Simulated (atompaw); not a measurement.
## u(r) = r·R(r): atom against pseudo-atom (zinc)

Columns: radius, all-electron u(r) and pseudo u(r) of the 3d shell (level -14.74 eV) of zinc in the configuration [Ar] 3d10 4s1.5 4p0; PBE, scalar-relativistic, PAW (atompaw) scheme, atompaw 4.2.0.5.

```
r (bohr)  all-electron  pseudo
   0.110        0.1501  0.0124
   0.219        0.5091  0.0893
   0.329        0.8134  0.2579
   0.438        0.9816  0.4867
   0.548        1.0370  0.7127
   0.658        1.0186  0.8666
   0.767        0.9616  0.9171
   0.877        0.8870  0.8825
   0.987        0.8075  0.8077
   1.096        0.7302  0.7302
   1.206        0.6568  0.6568
   1.315        0.5900  0.5900
   1.425        0.5288  0.5288
   1.535        0.4737  0.4737
   1.644        0.4247  0.4247
   1.754        0.3804  0.3804
   1.863        0.3412  0.3412
   1.973        0.3058  0.3058
   2.083        0.2742  0.2742
   2.192        0.2461  0.2461
   2.302        0.2208  0.2208
   2.412        0.1981  0.1981
   2.521        0.1779  0.1779
   2.631        0.1596  0.1596
   2.740        0.1434  0.1434
   2.850        0.1286  0.1286
```

(1) How many radial nodes do the two functions have?

(2) At about which radius was the pseudo-wave matched?

(3) Is the pseudo-wave norm-conserving?

## Answers

(1) The all-electron 3d function has n − l − 1 = 0; the pseudo-wave has 0.

(2) 1.05 bohr, where the columns begin to agree (steps of 0.11 bohr).

(3) No, it belongs to a PAW set: the norm inside the radius is not constrained, and the difference is carried by the augmentation charge.
